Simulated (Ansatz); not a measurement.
One geometry of the cluster Tl3H4, several levels of theory.

```yaml
crystal:
  periodic: [false, false, false]
  atoms:
    - {symbol: Tl, position_ang: [0.187378, -0.128394, 0.092208]}
    - {symbol: Tl, position_ang: [-2.281574, 1.323175, -0.936288]}
    - {symbol: Tl, position_ang: [2.522813, -2.302628, 0.682572]}
    - {symbol: H, position_ang: [1.891456, -0.246877, 1.104852]}
    - {symbol: H, position_ang: [-0.961633, 1.098553, 1.049467]}
    - {symbol: H, position_ang: [-1.496473, -0.851113, -0.621645]}
    - {symbol: H, position_ang: [0.138033, 1.107293, -1.371175]}
basis:
  gaussian: {orbitals: def2-SVP, initial_orbitals: start.molden}
magnetization: {spin_polarized: true, initial_magnetization: 1}
hamiltonian: {xc: pbe, dispersion: d4}
scf: {omitted_lower_state_checks: [starts]}
output: {orbitals: {seedname: orbitals}}
```

The file start.molden holds the orbitals of an earlier run on this structure, at another level or in another basis.

```sh
$ ansatz run in.yaml --threads 4 --pin off --events-out ev --progress --plain --max-ram 4787MiB
```

It prints (some lines left out):

```
Functional definition: PBE
1108 factors; their error is unknown
mean field evaluation 1: about -14148.5583 eV, gradient 3.2e1 eV
mean field evaluation 2: about -14148.9899 eV, gradient 6.7e-1 eV
mean field evaluation 4: about -14148.9852 eV, gradient 6.5e-2 eV
mean field evaluation 8: about -14148.9852 eV, gradient 1.8e-5 eV
mean field -14148.98518026 eV, -519.9656148481 hartree, gradient 1.8e-5 eV, S^2 0.751969; 0 other end points of the search recorded, 0 dependent functions left out
reference -14148.98523094 eV, -519.9656167106 hartree; 34, 33 occupied and 64, 65 virtual orbitals, 1108 factors
Total energy: -14149.19082015 eV, -519.9731719745 hartree
Checks for a lower state left out: starts
```

Run time 1.4 s (4 threads of Arm Neoverse V2 on a shared host).

The first input with `correlation: {method: ccsd_t}`, `scf: {omitted_lower_state_checks: [starts, cluster_reference]}` and without the key `hamiltonian` (abridged; 22 s):

```
Functional definition: HF
mean field -14061.43524661 eV, -516.7482141299 hartree, gradient 1.7e-6 eV, S^2 0.764434
12 core orbitals not correlated: weight in the atoms' cores, before any rotation towards them, 1.000 or more for the frozen orbitals, at most 0.000 for the correlated occupied ones
second order -7.50662968 eV of doubles, -0.00000000 eV of singles
cycle   1  -8.36130626 eV  change   -8.5e-1 eV  update   1.1e-1
cycle   2  -8.80662048 eV  change   -4.5e-1 eV  update   3.8e-2
cycle   3  -8.87223232 eV  change   -6.6e-2 eV  update   1.6e-2
cycle   4  -8.87130082 eV  change    9.3e-4 eV  update   5.6e-3
cycle   5  -8.87052168 eV  change    7.8e-4 eV  update   2.6e-3
cycle   6  -8.86995181 eV  change    5.7e-4 eV  update   1.2e-3
cycle   7  -8.86996046 eV  change   -8.6e-6 eV  update   6.1e-4
cycle   8  -8.87023308 eV  change   -2.7e-4 eV  update   3.2e-4
cycle   9  -8.87028871 eV  change   -5.6e-5 eV  update   1.5e-4
cycle  10  -8.87023193 eV  change    5.7e-5 eV  update   6.3e-5
cycle  11  -8.87023799 eV  change   -6.1e-6 eV  update   3.1e-5
perturbative correction -0.36781872 eV, -0.0135170887 hartree
Total energy: -14070.67330332 eV, -517.0877064522 hartree
Checks for a lower state left out: starts, cluster_reference
```

The first input with `gaussian: {orbitals: def2-TZVP, initial_orbitals: start.molden}`, `output: {forces: true, orbitals: {seedname: orbitals}}` (abridged; 3 s):

```
Functional definition: PBE
mean field -14149.67440875 eV, -519.9909435277 hartree, gradient 4.2e-5 eV, S^2 0.752182
Total energy: -14149.88006458 eV, -519.9985012401 hartree
Atom 0 force    -0.043527     0.065399    -0.011736 eV/Å
Atom 1 force     0.119930    -0.063571     0.054025 eV/Å
Atom 2 force    -0.055882     0.089544     0.003185 eV/Å
Atom 3 force    -0.051504    -0.050923    -0.059299 eV/Å
Atom 4 force     0.018112    -0.045096    -0.079600 eV/Å
Atom 5 force     0.051914     0.056739     0.018925 eV/Å
Atom 6 force    -0.039043    -0.052092     0.074500 eV/Å
Dipole moment:     0.098674    -0.276254    -0.039668 e Å
Checks for a lower state left out: starts
```

Geometry: PBE-D4/def2-SVP.

In the def2 sets Tl takes a core potential; there is no spin–orbit coupling. Correlated methods freeze 12 core orbitals; core or outer-core shells of Tl are correlated, in sets that lack core-valence functions. Another isomer (doublet) lies 0.54 eV lower at PBE0-D4/def2-TZVP; other spin states weren't run for this one.
